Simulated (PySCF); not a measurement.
PySCF input for Be(Me)(Et) (C3H8Be), SMILES [CH3][Be][CH2]C, PBE/pcSseg-1. Geometry optimised at PBE-D3(BJ)/def2-SVP. The structure was generated by enumeration; whether it is a known compound was not checked. The values are those of a single conformer.

```python
import numpy as np
from pyscf import gto, scf, dft
from pyscf.prop.nmr import rks as nmr

mol = gto.M(
    atom='''
    Be   -0.30602539    0.26861448    0.66440187
    C    -0.98756656    1.54507597    1.52161704
    H    -1.46262724    1.21555515    2.47266532
    H    -1.77991694    2.06866347    0.94110954
    H    -0.23762331    2.31972036    1.79779691
    C     0.37801654   -1.01931699   -0.19049791
    C     0.78901084   -0.75491618   -1.65455644
    H    -0.33498032   -1.87851592   -0.15537335
    H     1.26411397   -1.38589357    0.38248224
    H     1.54403214    0.05562194   -1.73359516
    H    -0.07559369   -0.44424276   -2.27841990
    H     1.22993194   -1.65042346   -2.14364936
    ''',
    basis='pcSseg-1',
    charge=0,
    spin=0,
    max_memory=1600,
    verbose=3,
)
mf = dft.RKS(mol, xc='pbe')
mf.grids.level = 3
mf.conv_tol = 1e-10
mf.max_cycle = 100
mf.kernel()
n = nmr.NMR(mf)
n.verbose = 2
n.max_cycle_cphf = 60
sigma = n.kernel()
print('atom   isotropic/ppm   span/ppm')
for i, s in enumerate(sigma):
    w = np.linalg.eigvalsh((s + s.T) / 2)
    print(f'{mol.atom_symbol(i):2s}{i + 1:3d} {w.mean():14.3f} {w[2] - w[0]:11.3f}')
```

Output:

```
converged SCF energy = -133.644672670827
atom   isotropic/ppm   span/ppm
Be  1         73.276     126.428
C   2        192.157       8.420
H   3         31.584       9.866
H   4         31.548       9.615
H   5         31.554       9.739
C   6        175.313      19.609
C   7        168.889      18.037
H   8         30.896       9.160
H   9         30.899       9.140
H  10         29.986       9.631
H  11         29.987       9.656
H  12         29.739      11.381
```

Self-consistency was reached.

Cost: around 11 core-seconds (rough).
